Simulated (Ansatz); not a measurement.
All numbers were calculated with Ansatz.

A structure relaxed at PBE0-D4/def2-TZVP, charge 0, multiplicity 1:

```xyz
9

C    -0.596    0.933   -1.123
C    -0.591    0.469    0.121
Ge    0.671   -0.860    0.749
H     0.115    0.589   -1.868
H    -1.313    1.679   -1.454
H    -1.328    0.850    0.826
H     1.508   -0.304    1.915
H     1.601   -1.242   -0.415
H    -0.067   -2.114    1.251
```

Give its formula and SMILES.

C2H6Ge, `C=[CH][GeH3]`.

Point group (tolerance 0.08 Å, 0.16 Å for H)?

Cs.

Summarise the bond lengths by kind.

1 × C–C 1.327 Å; 3 × C–H 1.086 to 1.088 Å; 1 × C–Ge 1.938 Å; 3 × Ge–H 1.538 to 1.539 Å.
